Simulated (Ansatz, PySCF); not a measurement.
This singlet lies 0.96 eV below the relaxed triplet at the level frozen-core CCSD(T)/aug-cc-pVDZ // PBE0-D3(BJ)/def2-TZVPD (Ansatz, a quantum-chemistry and plane-wave program).

Cartesian coordinates (Å):
SMILES: O=[CH][Al-][Cl]
```xyz
5

O     -1.5602     0.9453     0.1918
C     -0.7266     0.0543     0.1585
Al     1.1779     0.0821     1.0438
Cl     2.1578    -0.1864    -0.9974
H     -1.0489    -0.8952    -0.3968
```
Charge -1, spin multiplicity 1.

Question: What is the computed total energy and HOMO (PySCF with PBE0-D3(BJ)/def2-TZVPD)?

Answer: 
```json
{
  "total_energy": "-22213.00 eV",
  "HOMO": "-0.44 eV"
}
```
